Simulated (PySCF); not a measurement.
C3H5BFNO, SMILES C/N=C/B(F)C=O.

Coordinates come from a B3LYP-D3(BJ)/def2-SVP optimisation. The structure was generated by enumeration; whether it is a known compound was not checked. One conformer was computed; it need not be the lowest.

Method: TDA-M06-2X/def2-SVPD in PySCF.

Vertical excitations. Gas-phase values at a fixed geometry. State labels are in the subgroup Cs.

Computed lowest excited states:
```
state  symmetry  energy (eV)  λ (nm)      f                                                                main pairs
-----  --------  -----------  ------  -----  ------------------------------------------------------------------------
S1           A"         2.43     511  0.000                                          HOMO→LUMO 66 %, HOMO−1→LUMO 20 %
S2           A"         3.37     368  0.002                        HOMO−1→LUMO 53 %, HOMO→LUMO 22 %, HOMO→LUMO+1 20 %
S3           A"         5.39     230  0.001  HOMO−1→LUMO+1 32 %, HOMO→LUMO+1 24 %, HOMO−3→LUMO 18 %, HOMO−1→LUMO 13 %
S4           A"         5.81     214  0.000  HOMO→LUMO+1 47 %, HOMO−1→LUMO+1 15 %, HOMO−3→LUMO 14 %, HOMO−1→LUMO 12 %
S5           A'         6.12     203  0.339                                                          HOMO−2→LUMO 95 %
S6           A"         6.64     187  0.000                                      HOMO−3→LUMO 52 %, HOMO−1→LUMO+1 32 %
S7           A'         7.03     176  0.004                                                          HOMO→LUMO+2 90 %
S8           A'         7.55     164  0.008                    HOMO−1→LUMO+2 58 %, HOMO→LUMO+3 23 %, HOMO→LUMO+4 10 %
S9           A"         7.62     163  0.000                    HOMO−5→LUMO 46 %, HOMO−3→LUMO+1 17 %, HOMO−7→LUMO 17 %
S10          A'         8.05     154  0.024  HOMO→LUMO+4 55 %, HOMO→LUMO+3 18 %, HOMO−1→LUMO+3 9 %, HOMO−1→LUMO+4 8 %
T1           A"         1.88     660      0                      HOMO→LUMO 59 %, HOMO−1→LUMO 23 %, HOMO−1→LUMO+1 10 %
T2           A"         2.70     459      0                        HOMO−1→LUMO 45 %, HOMO→LUMO 23 %, HOMO→LUMO+1 23 %
T3           A'         4.16     298      0                                      HOMO−2→LUMO 73 %, HOMO−2→LUMO+1 21 %
T4           A"         5.09     243      0    HOMO−1→LUMO+1 33 %, HOMO−3→LUMO 30 %, HOMO→LUMO+1 8 %, HOMO−5→LUMO 7 %
```
Triplets are in the Tamm–Dancoff approximation.
